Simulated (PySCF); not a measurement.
## Electronic structure of Tb⁺ (terbium, charge +1) at the LDA level

Configuration: [Xe] 4f9 5d1, one real determinant (an excited configuration). Computed with PySCF 2.14 in x2c-TZVPPall with one added diffuse shell each of s, p, d, f type (12s8p8d5f2g, 129 functions), with the spin-free X2C one-electron Hamiltonian (Gaussian nucleus).

```
Total energy                                                  : -11699.68 hartree
One-electron energy                                           : -16011.78 hartree
Hartree (Coulomb) energy                                      : 4563.42 hartree
Exchange-correlation energy                                   : -251.32 hartree
⟨S²⟩                                                          : 12.0054
⟨L²⟩                                                          : 30.011
Sum of ⟨r⟩                                                    : 38.73 bohr
Sum of ⟨r²⟩                                                   : 50.07 bohr²
Traceless quadrupole moment −½Σ⟨3z² − r²⟩ along its main axis : 2.46 e·bohr²
Langevin diamagnetic susceptibility                           : -39.7 ×10⁻⁶ cm³/mol
```

| shell | electrons | mean orbital energy (eV) | spread (eV) | rms radius, mean of both spins (bohr) |
| --- | --- | --- | --- | --- |
| 1s α | 1 | -51670.2 | 0 | 0.0245 |
| 1s β | 1 | -51670.2 | 0 | 0.0245 |
| 2s α | 1 | -8571.1 | 0 | 0.0990 |
| 2s β | 1 | -8571.0 | 0 | 0.0990 |
| 2p α | 3 | -7636.6 | 0.193 | 0.0890 |
| 2p β | 3 | -7636.5 | 0.168 | 0.0890 |
| 3s α | 1 | -1905.4 | 0 | 0.256 |
| 3s β | 1 | -1903.5 | 0 | 0.256 |
| 3p α | 3 | -1615.8 | 1.221 | 0.256 |
| 3p β | 3 | -1613.9 | 0.910 | 0.256 |
| 3d α | 5 | -1229.7 | 1.166 | 0.235 |
| 3d β | 5 | -1228.2 | 0.807 | 0.235 |
| 4s α | 1 | -381.93 | 0 | 0.576 |
| 4s β | 1 | -377.73 | 0 | 0.576 |
| 4p α | 3 | -286.13 | 1.911 | 0.612 |
| 4p β | 3 | -281.97 | 1.203 | 0.612 |
| 4d α | 5 | -152.73 | 2.114 | 0.673 |
| 4d β | 5 | -148.65 | 1.114 | 0.673 |
| 5s α | 1 | -53.021 | 0 | 1.41 |
| 5s β | 1 | -50.716 | 0 | 1.41 |
| 5p α | 3 | -30.413 | 0.465 | 1.69 |
| 5p β | 3 | -28.568 | 0.092 | 1.69 |
| 4f α | 7 | -9.300 | 1.849 | 1.07 |
| 5d α | 1 | -6.707 | 0 | 3.19 |
| 4f β | 2 | -5.844 | 0.322 | 1.07 |

⟨L²⟩ = 30.01 against 56 for a pure K term, so this real determinant mixes terms. Spin-orbit coupling, absent here, splits the open shell strongly.

Densities and radii are taken from the X2C orbitals without a picture-change correction, which distorts them close to the nucleus.
